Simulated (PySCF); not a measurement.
C₅H₅FO. Atoms are numbered in the order given.

```xyz
12

O      1.7565    -1.0517     0.0000
C      0.8495    -0.2601     0.0000
C      0.9398     1.2580     0.0000
C     -0.5078     1.7693     0.0000
C     -1.3535     0.5310     0.0000
C     -0.5993    -0.5755     0.0000
F     -1.0161    -1.8239     0.0000
H      1.5145     1.5810     0.8814
H      1.5145     1.5810    -0.8814
H     -0.7313     2.3953     0.8802
H     -0.7313     2.3953    -0.8802
H     -2.4452     0.5403     0.0000
```

Geometry optimised at PBE0-D3(BJ)/def2-SVP. Other conformers were not sampled.

These are PySCF with PBE0-D3(BJ)/def2-SVP values and carry that method's errors.

Harmonic, unscaled wavenumbers; measured fundamentals usually lie a few per cent lower.

Computed normal modes with their intensities:
```csv
mode,ν (cm⁻¹),IR (km/mol),Raman (Å⁴/amu),depolarisation,moving atoms (share of kinetic energy)
1,85,1.8,0.0,–,"H 43 %, C 32 %, O 20 %"
2,234,0.3,0.8,0.75,"C 46 %, H 35 %, F 15 %"
3,290,1.3,1.0,0.72,"F 49 %, O 42 %"
4,373,0.1,0.5,0.75,"C 61 %, H 21 %, F 10 %, O 8 %"
5,516,1.4,1.0,0.31,"C 42 %, O 27 %, F 19 %, H 13 %"
6,611,0.0,3.2,0.75,"C 58 %, H 37 %"
7,617,9.3,3.2,0.75,"C 57 %, F 23 %, O 12 %"
8,702,4.6,8.4,0.37,"C 75 %, F 9 %, O 8 %, H 8 %"
9,791,6.5,7.6,0.08,"C 66 %, O 15 %, H 12 %"
10,796,23.7,1.7,0.75,"H 73 %, C 25 %"
11,892,8.7,4.9,0.75,"H 65 %, C 34 %"
12,947,8.9,6.8,0.51,"C 51 %, H 48 %"
13,1005,8.7,0.7,0.75,"C 55 %, H 44 %"
14,1038,17.9,7.6,0.64,"H 59 %, C 40 %"
15,1122,99.4,0.6,0.74,"C 70 %, H 20 %"
16,1148,0.0,1.9,0.75,"H 82 %, C 18 %"
17,1216,0.7,7.1,0.75,"H 89 %, C 10 %"
18,1233,32.8,2.6,0.75,"C 49 %, H 45 %"
19,1296,5.7,2.8,0.17,"H 52 %, C 44 %"
20,1332,6.1,3.9,0.57,"C 56 %, H 44 %"
21,1396,50.9,21.8,0.44,"C 61 %, H 34 %"
22,1418,42.7,12.9,0.45,"H 65 %, C 32 %"
23,1456,5.5,27.4,0.51,"H 89 %, C 10 %"
24,1759,59.6,50.6,0.18,C 93 %
25,1888,326.8,37.8,0.35,"C 64 %, O 35 %"
26,3065,16.9,168.4,0.16,H 94 %
27,3097,2.5,134.5,0.06,H 94 %
28,3107,5.7,104.6,0.75,"H 90 %, C 10 %"
29,3152,0.6,75.1,0.75,"H 90 %, C 10 %"
30,3242,2.3,114.6,0.28,"H 91 %, C 9 %"
```
